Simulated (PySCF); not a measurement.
## Ca³⁺: script and output

File input.py (PySCF 2.14):

```python
from pyscf import gto, scf

mol = gto.M(
    atom='Ca 0 0 0',
    basis='6-311g**',
    charge=3,
    spin=1,
    verbose=4,
)
mf = scf.UHF(mol)
mf.kernel()
mf.dip_moment()
print('orbital energies (hartree):', [e[max(0, n-3):n+3].round(4) for e, n in zip(mf.mo_energy, mol.nelec)])
```

```bash
$ OMP_NUM_THREADS=1 python input.py
```

It prints (some set-up lines and the per-cycle HOMO/LUMO lines with their warnings removed):

```
PySCF version 2.14.0

[INPUT] Symbol           X                Y                Z      unit          X                Y                Z       unit  Magmom
[INPUT]  1 Ca     0.000000000000   0.000000000000   0.000000000000 AA    0.000000000000   0.000000000000   0.000000000000 Bohr   0.0

nuclear repulsion = 0
number of shells = 17
number of NR pGTOs = 67
number of NR cGTOs = 39
basis = 6-311g**
ecp = {}

******** <class 'pyscf.scf.uhf.UHF'> ********
method = UHF
initial guess = minao
damping factor = 0
level_shift factor = 0
DIIS = <class 'pyscf.scf.diis.CDIIS'>
SCF conv_tol = 1e-09
SCF max_cycles = 50
number electrons alpha = 9  beta = 8
init E= -676.634173584305

cycle= 1 E= -674.240700203701  delta_E= 2.39  |g|= 0.475  |ddm|=  1.5
cycle= 2 E= -674.306211807437  delta_E= -0.0655  |g|= 0.122  |ddm|= 0.351
cycle= 3 E= -674.307762891211  delta_E= -0.00155  |g|= 0.0176  |ddm|= 0.0489
cycle= 4 E= -674.307891921242  delta_E= -0.000129  |g|= 0.00386  |ddm|= 0.013
cycle= 5 E= -674.307898799824  delta_E= -6.88e-06  |g|= 0.000473  |ddm|= 0.00276
cycle= 6 E= -674.307898897781  delta_E= -9.8e-08  |g|= 2.15e-05  |ddm|= 0.000358
cycle= 7 E= -674.307898897967  delta_E= -1.86e-10  |g|= 3.97e-06  |ddm|= 2.17e-05
Extra cycle  E= -674.307898897974  delta_E= -6.48e-12  |g|= 1.33e-06  |ddm|= 3.59e-06
converged SCF energy = -674.307898897974  <S^2> = 0.75575783  2S+1 = 2.0057496

WARN: System has nonzero charge 3; the dipole moment is origin-dependent.
Location of origin: [0. 0. 0.]

Dipole moment(X, Y, Z, Debye):  0.00000, -0.00000, -0.00000
orbital energies (hartree): [array([-2.6035, -2.494 , -2.494 , -0.8445, -0.8294, -0.8294]), array([-3.2807, -2.4572, -2.4572, -1.7838, -0.7726, -0.7726])]
```

In short: E(SCF) = -674.307899 Eh, 7 cycles, ⟨S²⟩ = 0.756.

Hardware: Arm Neoverse V1, 1 thread, shared host. Wall time 0.74 s, peak memory 0.11 GiB.

No search for the lowest solution was made.
